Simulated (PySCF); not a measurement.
## Two-photon absorption: `C=Cc1nscc1Cl`, C5H4ClNS

Geometry:
```
atom   x (Å)   y (Å)   z (Å)
  C1  -1.976  -1.096  -0.734
  C2  -0.959  -0.230  -0.791
  C3   0.019  -0.049   0.282
  N4  -0.042  -0.742   1.403
  S5   1.188  -0.320   2.416
  C6   1.870   0.840   1.367
  C7   1.115   0.880   0.224
 Cl8   1.436   1.907  -1.116
  H9  -2.681  -1.195  -1.562
 H10  -2.123  -1.725   0.149
 H11  -0.809   0.400  -1.672
 H12   2.756   1.428   1.602
```

Computed with TDDFT PBE0/def2-SVPD excited states, vertical, gas phase in PySCF 2.14.0. Geometry: PBE0-D3(BJ)/def2-SVP.

(1) Give the one- and two-photon strengths of the lowest singlets.

Answers

(1) δ for parallel linear polarisation; σ at the peak of a Lorentzian of half width 0.1 eV, single beam; Ω is circular over linear.
```
state  E (eV)      f  photon λ (nm)  δ (au)  σ (GM)     Ω                                main
   S1    4.63  0.211            535      72    0.57  1.45                      HOMO→LUMO 0.91
   S2    5.25  0.002            473    0.15    0.00  1.26                    HOMO−2→LUMO 0.95
   S3    5.26  0.027            471    79.7    0.81  0.85                    HOMO−1→LUMO 0.91
   S4    5.55  0.000            447    4.21    0.05  1.50                    HOMO→LUMO+2 0.94
   S5    5.84  0.169            424     668    8.35  0.79  HOMO→LUMO+1 0.88, HOMO−3→LUMO 0.08
```

Among these, the strongest one-photon state is S1, the strongest two-photon state S5, with a dipole change of 0.6 D (relaxed, norm of the difference vector).
